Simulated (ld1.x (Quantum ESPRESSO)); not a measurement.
# Rb, TM: configuration errors across variants

| Quantity | Value |
| --- | --- |
| Element | Rb |
| Generator | ld1.x (Quantum ESPRESSO) 7.5 |
| Type | norm-conserving Troullier–Martins (Kleinman–Bylander form) |
| Functional | PBEsol |
| Relativity | fully relativistic |
| Frozen core | [Kr] |
| Valence charge | 1 |
| Reference configuration | 4d1 5s0 5p0 |
| Partial waves | 5s (bound, empty): rc 3.50 bohr; 4d (bound): rc 4.20 bohr; 5p (bound, empty): rc 3.50 bohr |
| Local potential | the p channel |
| Core correction | Bessel-smoothed model core, default radius (core density twice the valence density) |

Open shells are filled in proportion to 2j + 1 (rel_dist='average').

All-electron excitation energies from the reference (eV): (1) 4d0 5s1 5p0 -2.211; (2) 4d0 5s0.5 5p0 -0.649; (3) 4d0 5s0 5p1 -0.719; (4) 4d0.5 5s0.5 5p0 -1.097.

A true bound ghost makes a file unfit for plane-wave use even where its test errors are small: the radial tests pick states by their node count and pass the ghost by.

Errors AE − PS in meV (a dash: test not solved or not reliable):

| change | (1) | (2) | (3) | (4) | bound ghosts |
| --- | --- | --- | --- | --- | --- |
| base | +0.6 | +0.6 | -2.5 | +0.3 | s |
| wave 4d (bound): rc 4.20 bohr becomes 4d (bound): rc 2.66 bohr | +0.6 | -0.2 | -4.3 | +0.3 | s |
| wave 4d (bound): rc 4.20 bohr becomes 4d (bound): rc 3.04 bohr | +0.7 | -0.1 | -4.2 | +0.3 | s |
| wave 4d (bound): rc 4.20 bohr becomes 4d (bound): rc 3.62 bohr | +0.9 | +0.2 | -3.7 | +0.4 | s |
| wave 4d (bound): rc 4.20 bohr becomes 4d (bound): rc 4.02 bohr | +0.8 | +0.5 | -3.0 | +0.4 | s |
| wave 4d (bound): rc 4.20 bohr becomes 4d (bound): rc 4.38 bohr | +0.1 | +0.6 | -2.0 | +0.2 | s |
| wave 4d (bound): rc 4.20 bohr becomes 4d (bound): rc 5.16 bohr | -3.8 | +0.3 | +1.5 | -1.0 | s |
| wave 4d (bound): rc 4.20 bohr becomes 4d (bound): rc 5.50 bohr | -4.8 | +0.1 | +2.3 | -1.3 | s |
| wave 4d (bound): rc 4.20 bohr becomes 4d (bound): rc 5.86 bohr | -7.1 | -0.4 | +3.8 | -1.9 | s |
| wave 4d (bound): rc 4.20 bohr becomes 4d (bound): rc 6.26 bohr | -14 | -2.2 | +6.8 | -3.6 | s |

Problem. Give the same row for: wave 4d (bound): rc 4.20 bohr becomes 4d (bound): rc 4.74 bohr.

Solution. -1.2, +0.6, -0.7, -0.2; bound ghosts: s.
